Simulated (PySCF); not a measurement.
Species: C2H4ClNSi.
SMILES: `N#C[SiH2]CCl`

The calculation used EOM-IP-CCSD/aug-cc-pVDZ in PySCF, restricted Hartree–Fock reference, frozen core, non-relativistic, gas phase, PBE0-D3(BJ)/def2-SVP geometry.

The vertical ionisation energies are 10.98, 11.50, 12.57, 12.78, 12.85, 13.76, 13.93, 15.25 eV.

Q: Which Hartree–Fock orbital leads each hole, and what is its Koopmans value −ε?

A: 
```tsv
leading hole (HF orbital)	Koopmans (eV)	EOM-IP-CCSD (eV)	change (eV)	one-hole share
HOMO	11.84	10.98	-0.86	0.96
HOMO-1	12.38	11.50	-0.88	0.96
HOMO-2	12.87	12.57	-0.30	0.95
HOMO-3	13.07	12.78	-0.29	0.95
HOMO-6	15.03	12.85	-2.18	0.93
HOMO-4	14.40	13.76	-0.64	0.95
HOMO-5	14.74	13.93	-0.81	0.95
HOMO-7	16.20	15.25	-0.95	0.93
```

Q: Does the order of the lines follow the orbital energies?

A: No: the HOMO-6 hole (12.85 eV) falls below the HOMO-4 hole (13.76 eV); the HOMO-6 hole (12.85 eV) falls below the HOMO-5 hole (13.93 eV). The corrections run from -2.18 to -0.29 eV, with a mean of -0.86 eV over the 8 lines; no line lies above its Koopmans value. Koopmans values leave out both the relaxation of the orbitals and the change in correlation energy.

Q: At what kinetic energies would He I light (21.22 eV) eject these electrons?

A: 10.24 eV (HOMO), 9.72 eV (HOMO-1), 8.65 eV (HOMO-2), 8.44 eV (HOMO-3), 8.37 eV (HOMO-6), 7.46 eV (HOMO-4), 7.29 eV (HOMO-5), 5.97 eV (HOMO-7).

Lines less than 0.15 eV apart could change places at a higher level. One root was sought for each valence orbital with −ε under 21 eV, eight at most, so deeper holes and satellites are missing; no vibrational structure.

Shape of the structure used: `[N:1]#[C:2][SiH2:3][CH2:4][Cl:5]`: C2–Si3–C4–Cl5 -63°.

One conformer stands for the species.
